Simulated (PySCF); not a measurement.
Level of theory: B3LYP-D3(BJ)/def2-TZVP in PySCF 2.14.0. Isolated molecules, 0 K electronic values unless said otherwise. One relaxed conformer stands for a flexible species; it need not be the lowest. B3LYP has the VWN-RPA correlation part, as in Gaussian. Excitations are Tamm–Dancoff values on a coarser integration grid. The basis has no diffuse functions, so Rydberg states are missing or too high.

Reference species (SMILES): `BC=O` (H–B–C–O torsion 86°) (neutral, multiplicity 1).

| Quantity | Value |
|---|---|
| T1 excitation (TDA) | 3.23 eV |
| brightest of the four lowest singlets (TDA) | 7.56 eV |

Changed species: `[H]/B=C/O` (B–C–O–H torsion 0°).

Task: What does the change do to the T1 excitation (TDA) and brightest of the four lowest singlets (TDA)?

Result: the T1 excitation (TDA) drops by 1.84 eV, to 1.39 eV; the brightest of the four lowest singlets (TDA) falls by 1.34 eV, to 6.22 eV.
